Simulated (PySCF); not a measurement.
All values below come from B3LYP-D3(BJ)/def2-TZVP (PySCF). All species are isolated molecules in the gas phase. One relaxed conformer stands for a flexible species; it need not be the lowest. B3LYP has the VWN-RPA correlation part, as in Gaussian. Delta-SCF ions had no search for a lower state. Excitations are Tamm–Dancoff values on a coarser integration grid. The basis has no diffuse functions, so Rydberg states are missing or too high.

Reference species (SMILES): `C/C=[SiH]/O` (C–Si–O–H torsion 0°) (neutral, multiplicity 1).

```
Item                                      Value
--------------------------------------  -------
S1–T1 gap (TDA)                         1.39 eV
vertical ionisation energy (Delta-SCF)  7.81 eV
S1 excitation (TDA)                     4.43 eV
T1 excitation (TDA)                     3.04 eV
```

Changed species: `C1C[SiH2]O1`.

Q: Give the shifts of the S1–T1 gap (TDA), vertical ionisation energy (Delta-SCF), S1 excitation (TDA) and T1 excitation (TDA).

A: the S1–T1 gap (TDA) drops by 1.11 eV, to 0.28 eV; the vertical ionisation energy (Delta-SCF) increases by 2.28 eV, to 10.09 eV; the S1 excitation (TDA) rises by 1.69 eV, to 6.12 eV; the T1 excitation (TDA) increases by 2.80 eV, to 5.84 eV.
